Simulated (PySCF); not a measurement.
Al(Et)(Vi)(NH2), C₄H₁₀AlN, SMILES C=[CH][Al]([NH2])[CH2]C (GFN2-xTB optimised geometry):

```
16

Al    -0.812     0.693     0.000
C      1.201     0.693     0.000
C      1.795     2.107    -0.068
H      1.591     0.107    -0.844
H      1.593     0.190     0.895
H      1.468     2.702     0.784
H      1.471     2.617    -0.974
H      2.886     2.081    -0.064
C     -1.795    -1.031     0.000
C     -1.139    -2.190     0.009
H     -2.886    -1.077    -0.007
H     -1.628    -3.158     0.010
H     -0.058    -2.220     0.016
N     -1.726     2.219     0.000
H     -1.347     3.158    -0.009
H     -2.736     2.292     0.011
```

Level of theory: PBE0/def2-TZVP run with PySCF 2.14.0.

Task: What are the frontier orbital energies and the dipole moment?

Result: HOMO-2 -7.82 eV, HOMO-1 -7.27 eV, HOMO -7.19 eV, LUMO -0.58 eV, LUMO+1 0.34 eV; dipole moment 0.80 D.

On the same geometry PBE/def2-TZVP (PySCF 2.14.0) gives HOMO-2 -6.68 eV, HOMO-1 -5.94 eV, HOMO -5.92 eV, LUMO -1.48 eV, LUMO+1 -0.44 eV; dipole moment 0.88 D.

Meta-Löwdin charges at PBE0/def2-TZVP: Al1 0.81, C2 -0.49, C3 -0.33, H4 0.11, H5 0.11, H6 0.11, H7 0.11, H8 0.11, C9 -0.39, C10 -0.22, H11 0.11, H12 0.12, H13 0.11, N14 -0.74, H15 0.23, H16 0.23.
